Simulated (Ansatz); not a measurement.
Consider the substitution at a C–I bond: `[SiH3]/C=C/I` + HBr → `[SiH3]/C=C/Br` + HI.

Gas-phase electronic energies from Ansatz, PBE0-D4/def2-TZVP geometries. CBS: MP2 limit from def2 TZ/QZ plus the TZ coupled-cluster correction, frozen cores. Double bonds are as drawn, so ΔE can hold a change between cis and trans. DFT in def2-TZVPP. Elements past krypton have def2 core potentials. For Br, I outer-core shells are correlated without core-valence functions, which leaves a few kJ/mol of doubt a bond. Scalar relativity is left out up to krypton.

Task: Is it downhill or uphill in electronic energy at CCSD(T)/CBS, and by how much? (Best estimate.)

Result: The calculation gave: Uphill: ΔE = +10.4 kJ/mol.

Task: What do these levels give: PBE-D4, ωB97X-V, r2SCAN, PBE0, MP2/def2-TZVPP, CCSD/CBS(def2)? (Estimate.)

Result: Computed: PBE-D4 5.3, ωB97X-V 3.2, r2SCAN 4.4, PBE0 3.5, MP2/def2-TZVPP 9.4, CCSD/CBS(def2) 9.0 kJ/mol.

Largest T1 diagnostic among the species: 0.011.

In def2-TZVPP, CCSD(T) changes the Hartree–Fock value by +5.4 kJ/mol (the triples alone add +1.4 kJ/mol) and MP2 by +8.5 kJ/mol.
